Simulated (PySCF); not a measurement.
Cost against result

Saddle point of GaH4Cl, closed shell (GaH₃ + HCl → GaH₂Cl ([Cl][GaH2]) + H₂; bonds formed: Ga1–Cl6, H2–H5; bonds broken: Ga1–H2, H5–Cl6), PBE0-D4/def2-TZVP structure:

```xyz
6
angstrom
Ga -0.4335 0.5326 0.1563
H 0.4883 0.1982 -1.2093
H 0.2596 1.5638 1.0866
H -1.9180 0.1192 -0.0296
H 0.8071 -0.7626 -0.5875
Cl 0.7965 -1.6513 0.5835
```

Barriers are electronic and count from the start structure reached by relaxing down the imaginary mode.

Program: PySCF 2.14 with density fitting (its default auxiliary sets; JK sets also for MP2 and CCSD(T)). Basis: as named in each row. Cores are frozen in the correlated methods. Filled d shells of the heavier atoms are correlated. The def2 sets are not built for correlating such inner shells, so the correlated values are less sure here. B3LYP uses VWN-RPA correlation. Extrapolation: Hartree–Fock as exp(−7.88 √X), correlation as X^−2.97.

Times are rough, for one single point on 4 threads of a shared host (Arm Neoverse V2).

The estimate by CCSD(T) at an estimated basis limit (MP2 extrapolated from triple and quadruple zeta, plus CCSD(T) − MP2 in triple zeta) is 7.92 kcal/mol.

```json
{"method": "HF", "basis": "STO-3G", "time (s)": "under 1", "barrier (kcal/mol)": "18.91", "method less estimate": "10.99"}
{"method": "B3LYP-D4", "basis": "6-31G", "time (s)": "2", "barrier (kcal/mol)": "6.06", "method less estimate": "-1.86"}
{"method": "PBE-D4", "basis": "def2-SVP", "time (s)": "2", "barrier (kcal/mol)": "1.63", "method less estimate": "-6.29"}
{"method": "PBE0-D4", "basis": "def2-SVP", "time (s)": "2", "barrier (kcal/mol)": "4.56", "method less estimate": "-3.36"}
{"method": "MP2", "basis": "def2-QZVPP", "time (s)": "3", "barrier (kcal/mol)": "7.25", "method less estimate": "-0.67"}
{"method": "SPW92", "basis": "def2-TZVPP", "time (s)": "4", "barrier (kcal/mol)": "-1.69", "method less estimate": "-9.61"}
{"method": "PBE0-D4", "basis": "def2-TZVPP", "time (s)": "5", "barrier (kcal/mol)": "4.79", "method less estimate": "-3.13"}
{"method": "BHLYP-D4", "basis": "def2-TZVPP", "time (s)": "5", "barrier (kcal/mol)": "9.95", "method less estimate": "2.02"}
{"method": "B3LYP-D4", "basis": "def2-TZVPP", "time (s)": "5", "barrier (kcal/mol)": "6.76", "method less estimate": "-1.16"}
{"method": "PBE-D4", "basis": "def2-TZVPP", "time (s)": "5", "barrier (kcal/mol)": "2.19", "method less estimate": "-5.73"}
{"method": "CCSD(T)", "basis": "def2-SVP", "time (s)": "5", "barrier (kcal/mol)": "11.45", "method less estimate": "3.53"}
{"method": "r2SCAN-D4", "basis": "def2-TZVPP", "time (s)": "9", "barrier (kcal/mol)": "3.38", "method less estimate": "-4.54"}
{"method": "wB97M-V", "basis": "def2-TZVPP", "time (s)": "68", "barrier (kcal/mol)": "8.62", "method less estimate": "0.70"}
{"method": "CCSD(T)", "basis": "def2-TZVPP", "time (s)": "81", "barrier (kcal/mol)": "9.24", "method less estimate": "1.32"}
```

All methods are single points on the PBE0-D4 structures; a negative value means that the method puts the saddle structure below the start.

The T1 diagnostic stays at or below 0.013.

Labels in which every atom is bracketed show which atoms are joined, not bond orders.
